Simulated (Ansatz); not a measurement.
Cost and result for the atomization energy of C2H5BFN, SMILES `BC(=N)CF` (10 atoms, 9 bonds).

```xyz
10

B     1.0694   -1.1668    0.0129
C    -0.2517   -0.3295   -0.0531
N    -1.3260   -1.0086    0.0216
C    -0.1934    1.1704   -0.0305
F     0.9835    1.6003   -0.6161
H     1.8522   -0.9447    0.8888
H     1.2597   -2.0501   -0.7627
H    -2.1555   -0.4132    0.1129
H    -0.2051    1.5324    1.0038
H    -1.0332    1.6097   -0.5777
```

The species carries charge 0 and has multiplicity 1. The structure was optimised at the PBE0-D4/def2-TZVP level. It is one conformer, not always the lowest. Program: Ansatz. All runs use 2 threads of an Arm Neoverse V1 on a shared host. Times are those of one run each, without the atoms' runs, and a repeat can differ threefold. Electronic energies, without spin–orbit coupling; frozen cores. CCSD(T)/CBS adds CCSD(T) − MP2 in def2-TZVPP to the MP2 limit, and its time is that of the two runs behind it. T1 = 0.012. B3LYP takes the VWN-RPA correlation (the form of Gaussian; ORCA's B3LYP/G). HSE06 is the plane-wave form, built on full-range PBE exchange.

CCSD(T)/CBS is a level of theory with its own doubt, some kJ/mol a heavy atom from the limit and from the frozen cores, so smaller differences don't rank the functionals.

| level | functions | wall time | atomization (kcal/mol) | difference from CCSD(T)/CBS | per bond |
| --- | --- | --- | --- | --- | --- |
| PBE-D4/def2-TZVPP (with forces) | 225 | 3.6 s | 943.1 | 33.5 | 3.7 |
| BHLYP-D4/def2-TZVPP | 225 | 3.9 s | 884.8 | -24.8 | -2.8 |
| HSE06-D4/def2-TZVPP | 225 | 4 s | 920.6 | 11.0 | 1.2 |
| CAM-B3LYP-D4/def2-TZVPP | 225 | 4.2 s | 921.9 | 12.3 | 1.4 |
| B3LYP-D4/def2-TZVPP (with forces) | 225 | 6 s | 918.2 | 8.6 | 1.0 |
| r2SCAN-D4/def2-TZVPP (with forces) | 225 | 6.5 s | 915.6 | 6.0 | 0.7 |
| r2SCANh-D4/def2-TZVPP | 225 | 6.5 s | 908.1 | -1.5 | -0.2 |
| CCSD(T)/def2-SVP | 95 | 7 s | 866.5 | -43.1 | -4.8 |
| PBE-QIDH/def2-TZVPP | 225 | 8 s | 907.3 | -2.3 | -0.3 |
| B97M-V/def2-TZVPP | 225 | 13 s | 915.0 | 5.4 | 0.6 |
| MP2/def2-QZVPP | 435 | 32 s | 919.2 | 9.6 | 1.1 |
| CCSD(T)/def2-TZVPP | 225 | 3 min | 885.9 | -23.7 | -2.6 |
| CCSD(T)/CBS(def2) | – | 3.5 min | 909.6 | 0.0 | 0.0 |

From PBE to PBE0 (25 % exact exchange), in def2-TZVPP and without D4, the atomization energy moves by −22.6 kcal/mol: exact exchange takes away binding that semilocal exchange gives to molecules. At CCSD(T), def2-SVP lies −43.1 kcal/mol from the extrapolated value and def2-TZVPP −23.7 kcal/mol: correlation converges slowly with the basis, and small sets miss more of it in the bonded molecule than in its fragments. The D4 term adds +6.1 kcal/mol with B3LYP and +3.2 kcal/mol with PBE0; it sums over pairs of atoms, weighted by their polarisabilities, and B3LYP, whose exchange is more repulsive, gets the larger term.
